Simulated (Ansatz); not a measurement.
CH5NSSi can be A, `N[SiH]1CS1`, or B, `N[SiH2]C=S`.

Gas-phase electronic energies from Ansatz, PBE0-D4/def2-TZVP geometries. CCSD(T)/CBS is the MP2 limit (def2-TZVPP, def2-QZVPP) plus CCSD(T) − MP2 in def2-TZVPP, frozen cores. DFT in def2-TZVPP. B3LYP here is the variant with VWN-RPA as its local correlation; programs differ in this. Each species was taken in one conformer, which may not be the lowest.

(1) Which isomer does CCSD(T)/CBS put lower? Give the gap. (An estimate is asked.)

(2) Give E(B) − E(A) in kcal/mol with LDA (SPW92), B3LYP-D4, CCSD(T)/def2-TZVPP, ωB97M-V, r2SCAN-D4, B2PLYP, CCSD(T)/def2-SVP. (Estimate.)

(3) Does the order hold for the free energy at 298.15 K (harmonic terms from PBE0-D4)? (Best estimate.)

Largest T1 diagnostic: 0.014.

Answers

(1) The calculation gave: A, by 24.0 kcal/mol.

(2) Ansatz gave: LDA (SPW92) 29.5, B3LYP-D4 22.2, CCSD(T)/def2-TZVPP 22.8, ωB97M-V 25.7, r2SCAN-D4 27.5, B2PLYP 23.2, CCSD(T)/def2-SVP 18.0. None reverses the order clearly.

(3) Computed: Yes: G(B) − G(A) = +20.6 kcal/mol, for one conformer each.

From r2SCAN to r2SCAN0 (25 % exact exchange), in def2-TZVPP and without D4, E(B) − E(A) moves by +1.4 kcal/mol. At CCSD(T), def2-SVP lies −6.0 kcal/mol from the extrapolated value and def2-TZVPP −1.2 kcal/mol.
